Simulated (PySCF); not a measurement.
**Dipole response of Ne²⁺ (neon, charge +2)**

[He] 2s2 2p4, high-spin 3P determinant. Calculation: PySCF 2.14, in dyall-acv3z; the non-relativistic Hamiltonian (point nucleus). Coupled (time-dependent) response in atomic units; α is the mean over directions.

```tsv
method	mean α (bohr³)	α xx, yy, zz	C₆ (like pair)	S(−4)
UHF	0.8297	0.9041, 0.6808, 0.9041	1.033	0.3605
PBE	0.8689	0.9349, 0.7369, 0.9349	1.105	0.3897
PBE0	0.8547	0.9226, 0.7188, 0.9226	1.080	0.3770
MN15	0.8604	0.9293, 0.7225, 0.9293	1.068	0.4160
wB97X	0.8577	0.9260, 0.7212, 0.9260	1.086	0.3800
```

S(−4) is the Cauchy moment in α(ω) = α(0) + S(−4) ω² + …

α(iu) at UHF:

```
u (hartree)  α(iu) (bohr³)
          0         0.8297
     0.0500         0.8288
      0.100         0.8261
      0.200         0.8157
      0.300         0.7995
      0.500         0.7550
      0.750         0.6893
       1.00         0.6233
       1.50         0.5063
       2.00         0.4124
       3.00         0.2812
       5.00         0.1486
```

A single London oscillator, α(iu) = α/(1 + u²/ω²), gives C₆ = (3/4) ω α². Matching the computed C₆ needs ω = 4 × 1.033 / (3 × 0.8297²) = 2.00 hartree.

For an ion, C₆ is the dispersion term alone; charge-induced terms of lower order in 1/R come first.

The components differ because the open shell of this determinant is not spherical; for a pure term their mean is the scalar polarisability.
